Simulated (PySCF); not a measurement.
Bonds (- single, = double, # triple, : aromatic): N1#C2 1.157 Å, C2-C3 1.454 Å, C3-S4 1.833 Å, S4-Si5 2.155 Å. C3 carries H6, H7; Si5 carries H8, H9, H10.

Geometry: PBE0-D3(BJ)/def2-SVP; GIAO shifts from PySCF 2.14, gas phase, non-relativistic, averaged over equivalent atoms.

At PBE0/6-31G (63 basis functions, 4.2 s wall time on 1 thread of an Arm Neoverse V2, shared host):
```csv
atoms,δ (ppm)
N1,271.1
C2,114.4
C3,18.3
S4,-170.9
Si5,-21.5
H8/H9/H10,4.43
H6/H7,3.16
```

References, each an isolated molecule treated in the same way: ¹⁵N (σ = 260.69 ppm) vs NH3; ¹³C (σ = 199.54 ppm) and ²⁹Si (σ = 444.75 ppm) and ¹H (σ = 32.61 ppm) vs TMS; ³³S (σ = 540.71 ppm) vs CS2.

**Question.** What do these become at mPW1PW91/pcSseg-2?

**Answer.** 
```tsv
atoms	δ at mPW1PW91/pcSseg-2	change
N1	307.2	+36.1
C2	123.7	+9.3
C3	18.1	-0.2
S4	-130.6	+40.3
Si5	-49.9	-28.4
H8/H9/H10	4.71	+0.28
H6/H7	3.10	-0.06
```

References, each an isolated molecule treated in the same way: NH3 for ¹⁵N (σ = 260.49 ppm); ¹³C (σ = 183.53 ppm), ²⁹Si (σ = 340.01 ppm), ¹H (σ = 31.29 ppm) against TMS; ³³S (σ = 499.37 ppm) vs CS2.

The largest change is at S4 (sulfur bonded to C, Si). Cost: 264 basis functions, 21 s wall time on 1 thread of an Arm Neoverse V2, shared host.

Experimental scales use liquid or dissolved standards, which lie at an offset from isolated NH3 (liquid NH3: subtract about 20 ppm). Unscaled 15N shifts of sp2 nitrogen come out 20 to 40 ppm too high even then.
